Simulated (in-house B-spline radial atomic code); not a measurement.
A radial electron density 4πr²n(r) was computed for an atom or ion in its tabulated ground configuration with a B-spline radial code for spherical atoms; method: non-relativistic BHandHLYP, spin-polarised, spherical fractional occupations, exact exchange averaged over the configuration. Columns: r (bohr), 4πr²n(r) (electrons per bohr), bar.

```
 0.00308   0.4819 #
 0.00369   0.6758 #
 0.00441   0.9392 ##
 0.00528    1.303 ###
 0.00631    1.789 ###
 0.00755    2.443 #####
 0.00903    3.304 ######
  0.0108     4.42 #########
  0.0129    5.823 ###########
  0.0155    7.619 ###############
  0.0185     9.69 ###################
  0.0221    12.07 #######################
  0.0265    14.71 ############################
  0.0317    17.32 #################################
  0.0379    19.65 ######################################
  0.0453    21.37 #########################################
  0.0542    22.15 ###########################################
  0.0648    21.78 ##########################################
  0.0775    20.34 #######################################
  0.0928    18.28 ###################################
   0.111    16.45 ################################
   0.133    15.73 ##############################
   0.159    16.67 ################################
    0.19       19 #####################################
   0.227    21.58 ##########################################
   0.272    22.82 ############################################
   0.325    21.45 #########################################
   0.389    17.41 ##################################
   0.465    12.14 #######################
   0.556    7.638 ###############
   0.665     5.35 ##########
   0.796    5.266 ##########
   0.952    6.075 ############
    1.14    6.302 ############
    1.36    5.369 ##########
    1.63    3.643 #######
    1.95    1.965 ####
    2.33   0.8312 ##
    2.79    0.264 #
    3.34  0.06075 
    3.99 0.009621 
    4.77 0.0009477
```

Which atom or ion is it?
A. Cl2+
B. K3+
C. K2+
D. K+

C. The area under the curve, ∫4πr²n dr = ∫r·4πr²n d(ln r) on this logarithmic grid, is 17 electrons, which only this option has. The configuration is [Ne] 3s2 3p5.
